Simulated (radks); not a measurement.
Species: Mn2+. Configuration: [Ar] 3d5. Calculated with a radial shooting solver on a logarithmic mesh with Libxc functionals: scalar-relativistic Kohn-Sham, PBEsol, spin-polarised, spherical densities, point nucleus; open shells are filled with parallel spins first.

Unscreened Slater integrals over Kohn-Sham orbitals (cm^-1). They are taken over the spin-up orbitals.

integral    value
F0(3d,3d)  180270
F2(3d,3d)   82701
F4(3d,3d)   51308
F0(3d,3p)  197400
F2(3d,3p)   92615
G1(3d,3p)  115140
G3(3d,3p)   69411
F0(3d,3s)  202230
G2(3d,3s)   87141
F0(3d,2p)  254070
F2(3d,2p)   45646
G1(3d,2p)   32841
G3(3d,2p)   18621
F0(3p,3p)  219570
F2(3p,3p)  109730
F0(3p,3s)  225470
G1(3p,3s)  149380
F0(3p,2p)  299140
F2(3p,2p)   58632
G0(3p,2p)   22861
G2(3p,2p)   23869
F0(3s,3s)  231950
F0(3s,2p)  309090
G1(3s,2p)   25220
F0(2p,2p)  810290
F2(2p,2p)  380950

Derived for the open shells (J is the average intra-shell exchange parameter used in DFT+U). 3d: Racah B = F2/49 - 5 F4/441 = 1106 cm^-1, C = 35 F4/441 = 4072 cm^-1, C/B = 3.68, F4/F2 = 0.620, J = (F2 + F4)/14 = 9572 cm^-1.
